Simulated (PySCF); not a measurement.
Atom-mapped SMILES (the numbers label the heavy atoms): `[O:1]=[CH:2]/[C:3](=[CH:4]\[C:5]([F:6])([F:7])[F:8])[SiH2:9][F:10]` (H(Xn): hydrogen on atom n).

Theoretical values (PySCF): PBE0/pcSseg-1 with gauge-including orbitals, geometry from GFN2-xTB. Non-relativistic, a single conformation, one averaged value for each set of equivalent atoms, no solvent model.

References, each an isolated molecule treated in the same way: $^{13}$C and $^{1}$H and $^{29}$Si vs TMS; $^{17}$O vs H2O; $^{19}$F vs CFCl3.

| atoms | nucleus | count | Hirshfeld charge | δ (ppm) |
| --- | --- | --- | --- | --- |
| H(C4) | $^{1}$H | 1 | 0.07 | 7.24 |
| Si9 | $^{29}$Si | 1 | 0.42 | -10.7 |
| C5 | $^{13}$C | 1 | 0.26 | 130.7 |
| O1 | $^{17}$O | 1 | -0.19 | ? |
| C4 | $^{13}$C | 1 | -0.04 | ? |
| H(Si9) | $^{1}$H | 2 | -0.06 | 5.42 |
| F6/F7/F8 | $^{19}$F | 3 | -0.09 | -66.3 |
| H(C2) | $^{1}$H | 1 | 0.04 | ? |
| C2 | $^{13}$C | 1 | 0.12 | 202.2 |
| C3 | $^{13}$C | 1 | -0.09 | 157.4 |
| F10 | $^{19}$F | 1 | -0.21 | -234.6 |

Q: Fill in the missing shifts.

A: 
- C4: 153.3 ppm, β carbon of a C=C–C=O unit; conjugation with the carbonyl draws π density from the β position
- H(C2): 10.44 ppm, hydrogen on an aldehyde carbonyl carbon; the C=O anisotropy and electron withdrawal place aldehyde protons far downfield
- O1: 710.6 ppm, aldehyde oxygen

Shifts are as computed. Against solution values, carbons near 30 ppm lie about +3 ppm off and those near 130 ppm about +5 ppm. Of 1211 compounds with measured shifts, 218 miss one by over three times the rms of a fit or turn the order of signals round; such compounds aren't used in these exercises. Unscaled 19F shifts against computed CFCl3 carry errors that often reach 10 to 50 ppm. Unscaled 17O shifts of doubly bonded oxygen tend to come out too high, by tens of ppm or more. Experimental scales use liquid or dissolved standards, which lie at an offset from isolated H2O (liquid H2O: subtract about 36 ppm).
